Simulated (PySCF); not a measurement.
# Si+ (silicon, charge +1): UHF calculation

Configuration: [Ne] 3s2 3d1, 2D determinant (an excited configuration). Computed with PySCF 2.14 in dyall-av3z (19s12p3d2f, 84 functions), with no relativity, point nucleus.

| Property | Result |
| --- | --- |
| Total energy | -288.243135 hartree |
| One-electron energy | -393.6475 hartree |
| Hartree (Coulomb) energy | 125.3003 hartree |
| Exchange energy | -19.8960 hartree |
| Kinetic energy | 288.23941 hartree |
| ⟨S²⟩ | 0.7505 |
| ⟨L²⟩ | 6.002 |
| Sum of ⟨r⟩ | 12.87 bohr |
| Sum of ⟨r²⟩ | 33.45 bohr² |
| Traceless quadrupole moment −½Σ⟨3z² − r²⟩ along its main axis | 5.95 e·bohr² |
| Density at the nucleus (Gaussians lack the cusp) | 1760 bohr⁻³ |
| Spin density at the nucleus | -0.120 bohr⁻³ |
| Langevin diamagnetic susceptibility | -26.5 ×10⁻⁶ cm³/mol |

```tsv
shell	electrons	mean orbital energy (eV)	spread (eV)	rms radius, mean of both spins (bohr)
1s β	1	-1887.4	0	0.129
1s α	1	-1887.4	0	0.129
2s β	1	-181.80	0	0.613
2s α	1	-181.79	0	0.613
2p β	3	-129.96	0.045	0.599
2p α	3	-129.96	0.037	0.599
3s α	1	-25.379	0	2.16
3s β	1	-25.033	0	2.16
3d α	1	-6.768	0	4.60
```

The outer electron is Rydberg-like, and this basis confines it to a smaller radius and binds it less than a complete one would.

Spin-orbit constants ζ (cm⁻¹) from the X2C one-electron operator on these orbitals (non-relativistic here): bare nucleus, nucleus screened by l(l+1)(2l+1)/3 electrons, and screened by the Breit-Pauli mean field of the electrons.

```
shell   bare  screened nucleus  mean field
   2p   3838              3290        3042
   3d  3.489            0.9968      0.4519
```

To first order the Landé constant is A = 0.4519 cm⁻¹, so the lowest level has J = 3/2 and lies 8.40e-05 eV below the centre of the term.
